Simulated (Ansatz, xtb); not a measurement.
**Relative energy of two isomers of C5H8Si**

Structure I is `C#C[C@@H]1C[C@H]1[SiH3]`, a singlet and structure II is `C#C[C@@H]1C[C@@H]1[SiH3]`, a singlet. Both are isolated molecules in the gas phase, relaxed with B3LYP-D3(BJ)/def2-SVP.

Q: Estimate E(II) − E(I) at the level CCSD(T)/def2-SVP + ΔMP2/def2-TZVPP.

A: Too close to call at this level: CCSD(T)/def2-SVP + ΔMP2/def2-TZVPP gives E(II) − E(I) = +1.03 kJ/mol.

Level by level:

```csv
level,geometry,E(II) − E(I) (kJ/mol),departure from the last row (kJ/mol),"job, with rough time for the two"
GFN2-xTB,GFN2-xTB,+1.64,+0.61,"optimisation, 1.2 s"
HF/STO-3G,GFN2-xTB,+1.15,+0.12,"single point, 2.6 s"
r2SCAN-D4/def2-SVP,GFN2-xTB,+0.50,−0.53,"single point, 12 s"
B3LYP-D3(BJ)/def2-SVP,B3LYP-D3(BJ)/def2-SVP,+0.22,−0.81,"optimisation, 3 min"
HF/def2-SVP,B3LYP-D3(BJ)/def2-SVP,+2.63,+1.61,part of the CCSD(T) run
MP2/def2-SVP,B3LYP-D3(BJ)/def2-SVP,+1.05,+0.02,part of the CCSD(T) run
CCSD(T)/def2-SVP,B3LYP-D3(BJ)/def2-SVP,+1.13,+0.10,single point
CCSD(T)/def2-SVP + ΔMP2/def2-TZVPP,B3LYP-D3(BJ)/def2-SVP,+1.03,,"single point, 2.8 min"
```

As drawn, both hold the same kinds of bond in the same numbers.

The largest departure from CCSD(T)/def2-SVP + ΔMP2/def2-TZVPP is that of HF/def2-SVP, 1.61 kJ/mol. The last row adds to CCSD(T) the change of the MP2 difference between the two basis sets, here −0.10 kJ/mol.

With thermal terms from frequencies at re-optimised GFN2-xTB minima (ideal gas, soft modes damped towards free rotors, one conformer each, 298.15 K, 1 atm): on the last row, ΔE + ΔZPE = +1.06, ΔH = +0.95, ΔG = +1.28 kJ/mol.

The correlated steps freeze 10 core orbitals. Programs: Ansatz 0.2.0, xtb 6.7.1; the last row on 2 threads of Intel(R) Xeon(R) Processor @ 2.50GHz (Skylake/Cascade Lake) on a shared host.
